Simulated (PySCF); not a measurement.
This PySCF input asks for the NMR shieldings of `Cc1cpc(C(C)C)s1`, C7H11PS; the geometry comes from GFN2-xTB.

```python
import basis_set_exchange as bse
import numpy as np
from pyscf import gto, dft
from pyscf.prop import nmr

atoms = """
C     3.499483    0.075821    0.440263
C     2.171694   -0.191323   -0.181960
C     1.944970   -0.802272   -1.367745
P     0.273861   -1.007932   -1.901503
C    -0.371988   -0.250359   -0.509964
C    -1.836294   -0.054145   -0.258957
C    -2.271420   -0.793224    1.007900
C    -2.172808    1.435121   -0.162484
S     0.755565    0.319703    0.672791
H     3.570709   -0.411413    1.412331
H     3.641249    1.145507    0.592071
H     4.295523   -0.297076   -0.199093
H     2.761572   -1.158003   -1.977158
H    -2.369661   -0.481453   -1.116976
H    -1.775924   -0.369371    1.879482
H    -3.347133   -0.709280    1.143380
H    -2.010286   -1.847456    0.939364
H    -3.246121    1.573716   -0.056125
H    -1.676669    1.877301    0.699566
H    -1.841469    1.956818   -1.058221
"""
names = dict.fromkeys(["C", "P", "S", "H"], "pcSseg-1")
basis = {el: gto.basis.parse(bse.get_basis(n, elements=[el], fmt="nwchem")) for el, n in names.items()}
mol = gto.M(atom=atoms, basis=basis, charge=0, verbose=0)
mf = dft.RKS(mol, xc="PBE0")
mf.grids.level = 2
mf.grids.alignment = dft.numint.BLKSIZE   # the property module wants whole blocks of grid points
mf.conv_tol = 1e-9
mf.kernel()

calc = nmr.RKS(mf)   # GIAO
C = mf.mo_coeff
Co = C[:, mf.mo_occ > 0]
resp = mf.gen_response(singlet=True, hermi=2)
def vind(x):   # induced exchange potential for any number of trial vectors
    d = np.einsum("pi,xij,qj->xpq", C, 2 * x.reshape(-1, C.shape[1], Co.shape[1]), Co, optimize=True)
    return np.einsum("xpq,pi,qj->xij", resp(d - d.transpose(0, 2, 1)), C, Co, optimize=True).ravel()
mo1, _ = nmr.rhf.solve_mo1(calc, with_cphf=vind)
sigma = calc.kernel(mo1)
for i, s in enumerate(sigma):   # ppm
    print("%2d %-2s %9.2f" % (i, mol.atom_pure_symbol(i), np.trace(s) / 3))
```

Q: Give the expected output.

A: 
```
 0 C     165.31
 1 C      26.24
 2 C      41.20
 3 P     104.44
 4 C     -25.43
 5 C     147.80
 6 C     155.00
 7 C     154.98
 8 S     191.34
 9 H      28.81
10 H      28.81
11 H      29.04
12 H      24.31
13 H      28.16
14 H      30.37
15 H      30.24
16 H      30.16
17 H      30.24
18 H      30.37
19 H      30.16
```

These numbers come from an equivalent density-fitted implementation of the same equations, which agrees with the script to about 0.01 ppm for H and up to a few tenths of a ppm for heavy atoms, so last digits may differ.

Q: Turn these shieldings into chemical shifts. Shifts are taken against calculated references (same method and geometry level): TMS for 13C (σ = 186.93 ppm), 1H (σ = 31.72 ppm); 31P (σ = 318.38 ppm) against H3PO4; CS2 for 33S (σ = 503.73 ppm).

A: Averaging equivalent atoms: C 4: 212.4; C 1: 160.7; C 2: 145.7; C 5: 39.1; C 6/7: 31.9; C 0: 21.6; P 3: 213.9; S 8: 312; H 12: 7.40; H 13: 3.56; H 9/10/11: 2.83; H 14/15/16/17/18/19: 1.46 ppm. Experimental scales use liquid or dissolved standards, which lie at an offset from isolated H3PO4.

Size and cost of the density-fitted run: 222 basis functions, roughly 2.1 core-minutes.
